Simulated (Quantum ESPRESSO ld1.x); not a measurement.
All-electron atom: Nb4+ in [Ar] 3d10 4s2 4p5 4d1 5s1 (not the ground configuration). Method: scalar-relativistic Kohn-Sham, relativistic LDA (MacDonald-Vosko exchange, VWN5 correlation), spin-unpolarised, spherical densities, point nucleus; computed with ld1.x of Quantum ESPRESSO 7.5.

X-ray form factor f0, the Fourier transform of the density (f0(0) = 37):

sin(theta)/lambda (1/angstrom)  f0 (electrons)
0.05                                    36.539
0.1                                     35.279
0.15                                    33.510
0.2                                     31.528
0.25                                    29.537
0.3                                     27.641
0.4                                     24.264
0.5                                     21.474
0.6                                     19.177
0.8                                     15.453
1                                       12.377
1.25                                     9.431
1.5                                      7.522
2                                        5.669
